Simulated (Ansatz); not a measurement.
`C/C=C\BCl` + `O[SiH2]S[SiH2]F` → `CO[SiH2]S[SiH2]F` + `C=CBCl`  (substitution at a C–C bond)

Calculated with Ansatz (gas phase, PBE0-D4/def2-TZVP geometries, no zero-point term in ΔE). CCSD(T)/CBS is the MP2 limit (def2-TZVPP, def2-QZVPP) plus CCSD(T) − MP2 in def2-TZVPP, frozen cores. Functionals use def2-TZVPP. B3LYP here is the variant with VWN-RPA as its local correlation; programs differ in this. One conformer a species, not always the lowest.

Problem. Is it downhill or uphill in electronic energy at CCSD(T)/CBS, and by how much? (Best estimate.)

Solution. The calculation gave: Uphill: ΔE = +69.7 kJ/mol.

Problem. What do these levels give: PBE-D4, r2SCAN-D4, B3LYP-D4, B2PLYP, PBE0, MP2/def2-QZVPP? (An estimate is asked.)

Solution. Ansatz gave: PBE-D4 73.2, r2SCAN-D4 72.5, B3LYP-D4 63.5, B2PLYP 68.6, PBE0 75.7, MP2/def2-QZVPP 75.2 kJ/mol.

Largest T1 diagnostic among the species: 0.012.

The D4 term adds −4.5 kJ/mol with B3LYP and −2.6 kJ/mol with PBE0; it sums over pairs of atoms, weighted by their polarisabilities, and B3LYP, whose exchange is more repulsive, gets the larger term. In def2-TZVPP, CCSD(T) changes the Hartree–Fock value by +8.4 kJ/mol (the triples alone add +0.8 kJ/mol) and MP2 by +15.1 kJ/mol.
